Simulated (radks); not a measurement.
The numbers below are computed, except where a source is named.
Task: These are the eigenvalues of the occupied orbitals of an atom or ion with whole-number occupations (eV). Level of theory: Dirac Kohn-Sham, Wu-Cohen GGA, spin-unpolarised, spherical densities, point nucleus (a radial shooting solver on a logarithmic mesh with Libxc functionals).

1s1/2: -7608.281
2s1/2: -916.9408
2p1/2: -798.3346
2p3/2: -783.5051
3s1/2: -121.1789
3p1/2: -85.8241
3p3/2: -83.9718
3d3/2: -27.1525
3d5/2: -26.9539

Which element is it, and in what charge state? The configuration may be excited. Open shells, if any, fill j = l - 1/2 first.

Result: Z = 27, cobalt, charge +2: Co2+ in [Ar] 3d7. The list shows which subshells hold electrons but not how many an open one holds; the 1s level, -279.6 hartree, gives Z - s = 23.6 by -(Z - s)^2/2, which with screening and relativity narrows Z to a few neighbours, and the depths of the outer levels then fix element, charge and occupations together.
